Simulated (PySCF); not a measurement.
## MHf cations for M along the halogens

HF with triple-zeta basis sets in PySCF, for the lowest determinant that a PBE0 search found; no spin–orbit coupling. De refers to high-spin ground-configuration atoms (the charge goes to the atom of lower measured ionisation energy or higher electron affinity, which is not always the lowest computed limit). A positive dipole points towards Hf; it is taken about the centre of mass and depends on that origin.

| M | basis | reference | charged atom | state (unpaired electrons) | Re (Å) | ωe (cm⁻¹) | De (eV) | μ (D) |
| --- | --- | --- | --- | --- | --- | --- | --- | --- |
| F | def2-TZVPPD | UHF | Hf+ | triplet (σ ↑, δ ↑) | 1.831 | 747 | n/a | 4.53 |
| Cl | def2-TZVPPD | UHF | Hf+ | triplet (σ ↑, δ ↑) | 2.272 | 434 | n/a | 4.93 |
| Br | def2-TZVPPD | UHF | Hf+ | triplet (σ ↑, δ ↑) | 2.427 | 292 | n/a | 6.40 |

The shortest bond is that of HfF⁺ (1.831 Å), the longest that of HfBr⁺ (2.427 Å).

Down a group the atoms grow and get heavier, so bonds lengthen and wavenumbers fall; this series shows no clear exception.

These are scalar-relativistic numbers at best; spin–orbit coupling would shift them, the dissociation energy most. Hartree–Fock leaves out correlation, which carries a large part of most bond energies and some tenths to 1 eV of ionisation energies. The state is the lowest single determinant that the PBE0 search found; with open d or f shells the true ground state can be another one.
